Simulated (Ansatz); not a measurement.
Saddle point of AlH₃OF₂, singlet (AlHF₂ ([F][AlH][F]) + H₂O → AlHOF₂ ([OH][Al]([F])[F]) + H₂; bonds formed: H2–H5; dative contacts that become bonds: Al1–O6; bonds broken: Al1–H2, H5–O6), PBE0-D4/def2-TZVP structure:

Al1  (-0.649, -0.168, -0.223)
H2  (0.625, -1.339, -0.025)
F3  (-1.272, -0.182, -1.738)
F4  (-1.643, -0.121, 1.085)
H5  (1.080, -0.381, 0.105)
O6  (0.850, 0.830, 0.005)
H7  (1.009, 1.361, 0.791)
(Å)

Energies are electronic, without zero-point energy. Barriers and step energies count from the start structure reached by relaxing down the imaginary mode; all methods use the PBE0-D4 structures, on which another method's saddle can fall below an end. Program: Ansatz 0.2.0. Basis: def2-TZVPP, with def2-QZVPP for the basis limit. Cores are frozen in the correlated methods. B3LYP uses VWN-RPA correlation. Extrapolation: Hartree–Fock as exp(−7.88 √X), correlation as X^−2.97.

```
      method  barrier (kJ/mol)  step energy (kJ/mol)
       SPW92              50.4                  -3.3
      PBE-D4              62.9                 -15.4
     BLYP-D4              70.0                 -23.1
   r2SCAN-D4              68.5                 -17.8
      B97M-V              84.6                  -2.1
     PBE0-D4              77.6                  -9.2
    B3LYP-D4              81.0                 -16.7
  r2SCAN0-D4              80.6                 -12.3
    BHLYP-D4              98.4                  -9.5
CAM-B3LYP-D4              85.0                 -11.6
     wB97X-V              87.6                 -10.9
     wB97M-V                 ?                 -12.0
      B2PLYP              83.8                 -17.8
    PBE-QIDH              86.0                 -10.9
  RPA on PBE                 ?                 -13.9
          HF             131.3                  -3.6
         MP2                 ?                 -21.8
        CCSD              96.1                 -12.8
     CCSD(T)              89.4                 -14.9
```

Q: Fill in the withheld barriers. (To be estimated.)

A: By the calculation: wB97M-V 87.4; RPA on PBE 87.7; MP2 83.0 kJ/mol. Each is the energy of the saddle less that of the start structure, by the same method.

For comparison, the barrier by CCSD(T) at an estimated basis limit (MP2 extrapolated from triple and quadruple zeta, plus CCSD(T) − MP2 in triple zeta) is 88.8 kJ/mol.

The T1 diagnostic stays at or below 0.013.

The step is the kind of ligand exchange by which a precursor binds to a hydroxyl group, or is hydrolysed, in atomic layer deposition of oxides.

Labels in which every atom is bracketed show which atoms are joined, not bond orders.

For scale, one of the runs: CCSD(T)/def2-TZVPP, 177 basis functions (an equivalent command: `ansatz run in.yaml --threads 2`). The run took 55 s on 2 CPU threads (shared host), with 1.7 GiB of host memory at its peak.
